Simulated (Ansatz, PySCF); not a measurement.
Process, species as SMILES: [c-]1cc[nH]c1 -> [CH2-]/C=C\C#N
Structures are relaxed separately at B3LYP-D3(BJ)/def2-TZVP in Ansatz (a quantum-chemistry and plane-wave program), one conformer each, not searched for the lowest.

Wanted: isomerisation energy (enthalpy at 298 K, with B3LYP-D3(BJ) rigid-rotor harmonic-oscillator terms from PySCF), in kJ/mol. Correlated levels leave the core frozen unless marked. Spin-orbit coupling is left out. Non-relativistic. Anions need diffuse functions: aug- sets have them; def2-D sets add few; the other sets have none. 

| level | program | isomerisation energy (kJ/mol) |
|---|---|---|
| HF/STO-3G | Ansatz | -202.0 |
| HF/6-31G | Ansatz | -223.9 |
| RI-HF/aug-cc-pVTZ | Ansatz | -196.3 |
| RI-HF/cc-pVQZ | Ansatz | -201.4 |
| revPBE/def2-TZVPD | Ansatz | -159.1 |
| PBE0/def2-TZVP | Ansatz | -152.5 |
| B2GP-PLYP-D3(BJ)/def2-TZVPD | Ansatz + dftd3 | -160.9 |
| MP2/6-31G* | Ansatz | -189.5 |
| SCS-MP2/STO-3G | Ansatz | -280.2 |
